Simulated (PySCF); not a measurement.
How methods differ on the excitation energy of N+

N+ [He] 2s2 2p2 (3P) → N+ [He] 2s2 2p1 3d1 (high-spin determinant), as a difference of total energies. Calculation: PySCF 2.14, in aug-cc-pwCVDZ; no relativity, point nucleus. Correlated levels: valence: 1s2 frozen. The calculations carry no spin-orbit coupling.

```
           method  excitation energy (eV)
              UHF                  27.521
    MP2 (valence)                  27.256
SCS-MP2 (valence)                  27.114
   CCSD (valence)                  27.470
CCSD(T) (valence)                  27.380
```

How much does correlation contribute at CCSD(T) (valence)?

27.380 − (27.521) = -0.141 eV, measured against UHF.

The promoted electron is Rydberg-like, and one or two diffuse shells describe it only roughly, which tends to raise the upper state.

The coupled-cluster amplitudes are large for the upper state (T1 above 0.03 or a double amplitude above 0.15), so a single reference is strained.

The determinant of the upper state mixes LS terms, which raises its energy above the lowest term, most at the Hartree-Fock and MP2 levels.
